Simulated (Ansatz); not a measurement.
`BC/C=C(/C)F` at its PBE0-D4/def2-TZVP geometry, where that method's forces vanish. Charge 0, multiplicity 1.

| atom | x (Å) | y (Å) | z (Å) |
| --- | --- | --- | --- |
| B1 | -1.7434 | -0.4816 | -0.2401 |
| C2 | -1.5098 | 1.0465 | -0.0076 |
| C3 | -0.1280 | 0.6160 | -0.3875 |
| C4 | 0.7292 | 0.0014 | 0.4423 |
| C5 | 2.0443 | -0.5864 | 0.1134 |
| F6 | 0.4487 | -0.0724 | 1.7465 |
| H7 | -1.7241 | -1.2269 | 0.6931 |
| H8 | -1.9381 | -0.9024 | -1.3440 |
| H9 | -1.9207 | 1.7479 | -0.7282 |
| H10 | -1.5828 | 1.4068 | 1.0149 |
| H11 | 0.1748 | 0.6732 | -1.4251 |
| H12 | 2.8352 | -0.0714 | 0.6662 |
| H13 | 2.0690 | -1.6383 | 0.4099 |
| H14 | 2.2455 | -0.5123 | -0.9538 |

Problem. For each bond, give half the difference of the two atoms' forces along it (eV/Å; positive pushes the atoms apart) under PBE-D4, r2SCAN-D4, B3LYP-D4, ωB97M-V in def2-TZVPP. (An estimate is asked.)

Solution. Ansatz gave: 
```json
{"bond": "B1–C2", "length (Å)": "1.563", "PBE-D4": "0.08", "r2SCAN-D4": "0.08", "B3LYP-D4": "0.17", "ωB97M-V": "0.11"}
{"bond": "B1–H7", "length (Å)": "1.194", "PBE-D4": "0.07", "r2SCAN-D4": "-0.03", "B3LYP-D4": "-0.15", "ωB97M-V": "-0.13"}
{"bond": "B1–H8", "length (Å)": "1.197", "PBE-D4": "0.02", "r2SCAN-D4": "-0.06", "B3LYP-D4": "-0.14", "ωB97M-V": "-0.10"}
{"bond": "C2–C3", "length (Å)": "1.496", "PBE-D4": "-0.14", "r2SCAN-D4": "0.01", "B3LYP-D4": "0.21", "ωB97M-V": "0.38"}
{"bond": "C2–H9", "length (Å)": "1.086", "PBE-D4": "0.08", "r2SCAN-D4": "-0.04", "B3LYP-D4": "-0.06", "ωB97M-V": "-0.10"}
{"bond": "C2–H10", "length (Å)": "1.087", "PBE-D4": "0.09", "r2SCAN-D4": "-0.04", "B3LYP-D4": "-0.05", "ωB97M-V": "-0.10"}
{"bond": "C3–C4", "length (Å)": "1.342", "PBE-D4": "0.38", "r2SCAN-D4": "0.13", "B3LYP-D4": "-0.19", "ωB97M-V": "-0.38"}
{"bond": "C3–H11", "length (Å)": "1.082", "PBE-D4": "0.04", "r2SCAN-D4": "-0.07", "B3LYP-D4": "-0.14", "ωB97M-V": "-0.13"}
{"bond": "C4–C5", "length (Å)": "1.478", "PBE-D4": "-0.24", "r2SCAN-D4": "-0.10", "B3LYP-D4": "0.06", "ωB97M-V": "0.26"}
{"bond": "C4–F6", "length (Å)": "1.336", "PBE-D4": "0.50", "r2SCAN-D4": "0.32", "B3LYP-D4": "0.43", "ωB97M-V": "0.32"}
{"bond": "C5–H12", "length (Å)": "1.094", "PBE-D4": "0.12", "r2SCAN-D4": "-0.02", "B3LYP-D4": "-0.06", "ωB97M-V": "-0.12"}
{"bond": "C5–H13", "length (Å)": "1.093", "PBE-D4": "0.12", "r2SCAN-D4": "-0.02", "B3LYP-D4": "-0.06", "ωB97M-V": "-0.11"}
{"bond": "C5–H14", "length (Å)": "1.089", "PBE-D4": "0.10", "r2SCAN-D4": "-0.03", "B3LYP-D4": "-0.06", "ωB97M-V": "-0.08"}
```

B3LYP here is the variant with VWN-RPA as its local correlation; programs differ in this.
